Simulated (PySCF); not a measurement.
Species: C3H6N2SSi.
Structure used (PBE0-D3(BJ)/def2-SVP), in Å, numbered top down from 1:
```
atom  x, y, z in Å
Si1    2.160    0.839    0.146
N2     0.913   -0.305   -0.289
C3    -0.448   -0.180   -0.072
C4    -1.058    0.951    0.565
N5    -2.361    0.926    0.700
S6    -2.957   -0.476    0.064
C7    -1.430   -1.086   -0.416
H8     2.198    1.085    1.620
H9     3.435    0.214   -0.308
H10    1.961    2.159   -0.528
H11    1.193   -1.162   -0.750
H12   -0.509    1.822    0.939
H13   -1.310   -2.048   -0.913
```

Level: CAM-B3LYP/def2-SVPD in PySCF, non-relativistic, on one gas-phase PBE0-D3(BJ)/def2-SVP geometry that isn't relaxed in the solvent. The solvent is an IEF-PCM continuum (cavity from Bondi-type radii × 1.2), and excitations are vertical TDDFT with non-equilibrium linear response and a frozen core. Specific hydrogen bonds and non-electrostatic terms are outside this model.

Gas-phase singlets (H = HOMO, L = LUMO):

| state | E (eV) | λ (nm) | f | leading configurations |
| --- | --- | --- | --- | --- |
| S1 | 4.777 | 260 | 0.139 | H→L 96% |
| S2 | 5.337 | 232 | 0.000 | H→L+1 85% |
| S3 | 5.604 | 221 | 0.000 | H→L+2 42%, H→L+3 26% |
| S4 | 5.779 | 215 | 0.003 | H-2→L 95% |
| S5 | 6.120 | 203 | 0.023 | H-1→L 79%, H→L+7 13% |

Question: How does the list change in chloroform (ε = 4.711)?

Answer: 
```json
{"state": "S1", "E (eV)": "4.625", "λ (nm)": "268", "f": "0.179", "leading configurations": "H→L 97%", "change by rank (eV)": "-0.152"}
{"state": "S2", "E (eV)": "5.418", "λ (nm)": "229", "f": "0.000", "leading configurations": "H→L+1 70%, H→L+2 18%", "change by rank (eV)": "+0.081"}
{"state": "S3", "E (eV)": "5.665", "λ (nm)": "219", "f": "0.001", "leading configurations": "H→L+2 51%, H→L+1 21%", "change by rank (eV)": "+0.061"}
{"state": "S4", "E (eV)": "5.894", "λ (nm)": "210", "f": "0.003", "leading configurations": "H-2→L 95%", "change by rank (eV)": "+0.115"}
{"state": "S5", "E (eV)": "6.073", "λ (nm)": "204", "f": "0.042", "leading configurations": "H-1→L 82%, H→L+6 12%", "change by rank (eV)": "-0.047"}
```

Question: How does the list change in tetrahydrofuran (ε = 7.426)?

Answer: 
```tsv
state	E (eV)	λ (nm)	f	leading configurations	change by rank (eV)
S1	4.617	269	0.174	H→L 97%	-0.160
S2	5.421	229	0.000	H→L+1 72%, H→L+2 16%	+0.084
S3	5.679	218	0.001	H→L+2 54%, H→L+1 20%	+0.075
S4	5.915	210	0.003	H-2→L 95%	+0.136
S5	6.080	204	0.041	H-1→L 82%, H→L+6 12%	-0.040
```

Question: The ground-state energy changes by -0.214 eV from gas to tetrahydrofuran. By how much does the total energy of gas-phase S1 change?

Answer: E(S1) = E(S0) + excitation energy, so it changes by -0.214 − 0.160 = -0.374 eV: it is lowered more than the ground state, which is what a red shift means. This is the vertical state, with the slow part of the continuum still set for S0.

Question: How do the frontier levels move from gas to tetrahydrofuran?

Answer: 
| orbital | gas (eV) | solvent (eV) | change (eV) | Löwdin shares, gas | Löwdin shares, solvent |
| --- | --- | --- | --- | --- | --- |
| LUMO+2 | 1.17 | 1.24 | +0.07 | S6 33 %, Si1 32 %, H8 7 %, H10 7 % | S6 41 %, Si1 24 %, N5 5 %, C7 4 % |
| LUMO+1 | 0.81 | 1.09 | +0.28 | Si1 28 %, H11 15 %, S6 12 %, N2 9 % | S6 32 %, Si1 21 %, H11 6 %, H9 6 % |
| LUMO | 0.15 | 0.13 | -0.02 | N5 24 %, S6 20 %, C7 19 %, C4 15 % | N5 24 %, S6 20 %, C7 19 %, C4 16 % |
| HOMO | -7.50 | -7.42 | +0.08 | N2 27 %, S6 19 %, C3 15 %, C7 15 % | N2 29 %, S6 17 %, C7 15 %, C3 14 % |
| HOMO-1 | -9.05 | -9.10 | -0.05 | S6 28 %, C7 23 %, N5 20 %, C4 18 % | S6 30 %, C7 22 %, N5 20 %, C4 17 % |
| HOMO-2 | -9.83 | -10.00 | -0.17 | N5 62 %, C4 11 %, S6 10 %, C7 6 % | N5 60 %, C4 11 %, S6 10 %, C7 6 % |
| HOMO-3 | -10.67 | -10.53 | +0.14 | Si1 20 %, N2 20 %, H10 13 %, H8 13 % | Si1 22 %, N2 17 %, H10 14 %, H8 14 % |

The HOMO–LUMO gap goes from 7.65 to 7.54 eV. Rows go by rank; for LUMO+1 and LUMO+2 the atom shares or the degeneracy differ between the runs, so the row needn't follow one orbital.
